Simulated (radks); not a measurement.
Results of a calculation; reference values are marked as such.
Question: All-electron atom: B I in [He] 2s2 2p1 (the NIST ground configuration). Level of theory: Dirac Kohn-Sham, BLYP, spin-unpolarised, spherical densities, finite nucleus; open shells fill j = l - 1/2 first; Fermi nuclear charge, rms radius 2.406 fm (a radial shooting solver on a logarithmic mesh with Libxc functionals). Some entries of the table are withheld. Estimate them.

orbital,occ.,eigenvalue (hartree),r(max) (bohr)
1s1/2,2,-6.65357,(1)
2s1/2,2,(2),(3)
2p1/2,1,(4),(5)
2p3/2,0,(6),(7)

Answer: 
(1) 1s1/2 r(max) (bohr): 0.2102
(2) 2s1/2 eigenvalue (hartree): -0.34178
(3) 2s1/2 r(max) (bohr): 1.504
(4) 2p1/2 eigenvalue (hartree): -0.13002
(5) 2p1/2 r(max) (bohr): 1.548
(6) 2p3/2 eigenvalue (hartree): -0.12990
(7) 2p3/2 r(max) (bohr): 1.548
